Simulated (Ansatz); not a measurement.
This geometry of C₂H₁₀O₂Si₂ (16 atoms, charge 0, multiplicity 1) is a first-order saddle point.

Theory: RKS B3LYP/def2-SVP (Ansatz).

```xyz
16
Properties=species:S:1:pos:R:3
O 0.760 -3.017 -1.957
C 1.116 -2.311 -0.820
O 0.761 -0.951 -0.934
C 0.131 -0.366 0.189
Si -0.301 1.445 -0.237
Si -1.391 2.480 1.584
H 1.241 -2.643 -2.708
H 0.580 -2.781 0.025
H 2.209 -2.374 -0.623
H 0.788 -0.379 1.084
H -0.792 -0.918 0.467
H 0.955 2.188 -0.552
H -1.185 1.475 -1.439
H -0.535 2.426 2.808
H -1.678 3.912 1.272
H -2.683 1.792 1.885
```

**Question.** Which two structures does it join? (They come from a converged band through this point; their orientation in space is the band's.)

**Answer.** No bond is made or broken. The dihedral H8–C2–O3–C4 goes from -52 to 66°.

First end point:

```xyz
16
Properties=species:S:1:pos:R:3
O 0.240 -2.967 -1.181
C 1.364 -2.195 -0.878
O 1.120 -0.816 -0.903
C 0.242 -0.354 0.116
Si -0.118 1.495 -0.183
Si -1.540 2.347 1.497
H -0.018 -2.768 -2.093
H 1.687 -2.521 0.129
H 2.188 -2.354 -1.597
H 0.694 -0.500 1.120
H -0.704 -0.927 0.109
H 1.163 2.263 -0.186
H -0.771 1.660 -1.515
H -0.918 2.191 2.847
H -1.802 3.799 1.263
H -2.849 1.625 1.499
```

Last end point:

```xyz
16
Properties=species:S:1:pos:R:3
O 1.535 -2.819 -2.027
C 0.934 -2.355 -0.876
O 0.563 -1.004 -1.044
C 0.013 -0.408 0.111
Si -0.414 1.410 -0.283
Si -1.311 2.484 1.619
H 2.311 -2.267 -2.199
H 0.041 -2.987 -0.700
H 1.596 -2.434 0.020
H 0.721 -0.451 0.968
H -0.904 -0.940 0.446
H 0.825 2.122 -0.717
H -1.405 1.457 -1.397
H -0.326 2.475 2.744
H -1.650 3.903 1.299
H -2.553 1.792 2.081
```

**Question.** How far does it lie above each of them?

**Answer.** 0.181 eV above the first and 0.053 eV above the second. This is the barrier of this one path; another mechanism may lie lower.

The run took 2.6 min on 2 threads of Intel(R) Xeon(R) 6975P-C (Granite Rapids), on a shared host, peak memory 0.4 GiB.
